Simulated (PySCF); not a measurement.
Cartesian coordinates (Å):
SMILES: [SiH2]N[SiH3]
```xyz
9

Si     1.7410    -0.4297    -0.1137
N      0.1060    -0.1898    -0.6241
Si    -1.2908     0.0790     0.3620
H      2.6575     0.0971    -1.1706
H      1.9294     0.3140     1.1651
H     -0.0658    -0.3541    -1.6067
H     -2.2709    -1.0354     0.2491
H     -1.9901     1.3343    -0.0247
H     -0.8162     0.1845     1.7638
```
Charge 0, spin multiplicity 2.

**Question.** What total energy, dipole moment and highest occupied spin orbital does PBE0-D4/def2-TZVP (PySCF) give?

**Answer.** 
```json
{
 "total_energy": "-17335.40 eV",
 "dipole_moment": "1.09 D",
 "highest_occupied_spin_orbital": "-5.52 eV"
}
```
